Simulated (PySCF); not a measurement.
## Gas-phase thermal properties of W₂O₆

Method: PySCF energies (xtb for GFN2) plus ideal-gas RRHO corrections (1 bar). All species are closed-shell singlets. W: scalar-relativistic def2 core potential, no spin-orbit coupling. W₂O₆: computed as isolated molecules; such fragments, hydroxides, amides, oligomers or adducts are transient or little studied in the gas. The harmonic model lacks anharmonicity and excited electronic states, which grow with temperature; levels with a mode under 35 cm⁻¹ are left out. Soft modes under 120 cm⁻¹ make the harmonic entropy rough for W₂O₆.

```tsv
level	point group	σ	ZPE (kJ/mol)	S°298 (J/mol/K)	Cp298 (J/mol/K)	S°1000 (J/mol/K)	H1000 − H298 (kJ/mol)
GFN2-xTB	D2h	4	36.8	439.5	149.7	642.3	119.5
PBE/def2-SVP	D2h	4	50.7	407.4	132.2	598.6	113.8
PBE0/def2-TZVP	D2h	4	54.1	398.8	128.8	587.3	112.4
```
σ: rotational symmetry number. Electronic degeneracy used: 1. Frequencies are unscaled.
